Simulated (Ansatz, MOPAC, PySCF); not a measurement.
System: methoxymethyl(silyl)silane, C$_{2}$H$_{10}$OSi$_{2}$, charge 0, multiplicity 1. SMILES: COC[SiH2][SiH3]
Structure (B3LYP-D3(BJ)/def2-TZVP (Ansatz, a first-principles code) minimum search):
```xyz
15

C     -2.8552    -0.5283     0.1947
O     -1.5280    -0.2602    -0.2076
C     -0.9465     0.8367     0.4815
Si     0.8227     1.0522    -0.1695
Si     1.9148    -1.0201    -0.1185
H     -2.9038    -0.7720     1.2635
H     -3.5093     0.3312     0.0019
H     -3.2047    -1.3820    -0.3842
H     -1.5372     1.7516     0.3285
H     -0.9260     0.6484     1.5653
H      1.5174     2.0355     0.7019
H      0.7945     1.5964    -1.5497
H      1.7391    -1.6422     1.2180
H      3.3692    -0.8486    -0.3627
H      1.3703    -1.9357    -1.1476
```

Unscaled harmonic wavenumbers (cm⁻¹) in rising order, each level at the stationary point that it reaches from this structure (no distance between atoms moves by over 0.3 Å); the order of modes can differ between levels, and a negative number is imaginary. B3LYP-D3(BJ)/def2-TZVP (PySCF, at the structure above): 50, 81, 104, 130, 218, 231, 363, 374, 426, 505, 558, 667, 700, 796, 859, 909, 940, 950, 953, 958, 1134, 1174, 1203, 1232, 1318, 1466, 1486, 1486, 1508, 2199, 2209, 2210, 2216, 2232, 2953, 2978, 2983, 3021, 3114.

PM7 (MOPAC): 54, 63, 103, 140, 169, 218, 393, 421, 441, 524, 538, 650, 725, 770, 833, 839, 845, 863, 870, 1023, 1076, 1117, 1172, 1203, 1275, 1291, 1300, 1324, 1385, 2284, 2286, 2288, 2293, 2298, 2603, 2653, 2659, 2673, 2747. Zero-point energy 66.3 against 69.9 kcal/mol; where all levels lie over 400 cm⁻¹, the wavenumbers are on average 0.957 times those of B3LYP-D3(BJ)/def2-TZVP.

HF/6-31G* (Ansatz): 60, 92, 113, 139, 239, 245, 393, 420, 465, 562, 612, 726, 761, 874, 948, 1006, 1030, 1038, 1044, 1062, 1276, 1294, 1345, 1360, 1472, 1622, 1643, 1643, 1662, 2338, 2352, 2358, 2362, 2379, 3152, 3180, 3187, 3228, 3305. Zero-point energy 75.8 against 69.9 kcal/mol; where all levels lie over 400 cm⁻¹, the wavenumbers are on average 1.091 times those of B3LYP-D3(BJ)/def2-TZVP.

B3LYP/6-31G* (Ansatz): 59, 89, 116, 133, 225, 241, 366, 384, 432, 515, 561, 670, 703, 800, 869, 916, 943, 954, 956, 967, 1151, 1187, 1216, 1243, 1335, 1492, 1513, 1516, 1541, 2215, 2229, 2232, 2238, 2255, 2964, 2993, 2996, 3038, 3137. Zero-point energy 70.6 against 69.9 kcal/mol; where all levels lie over 400 cm⁻¹, the wavenumbers are on average 1.010 times those of B3LYP-D3(BJ)/def2-TZVP.
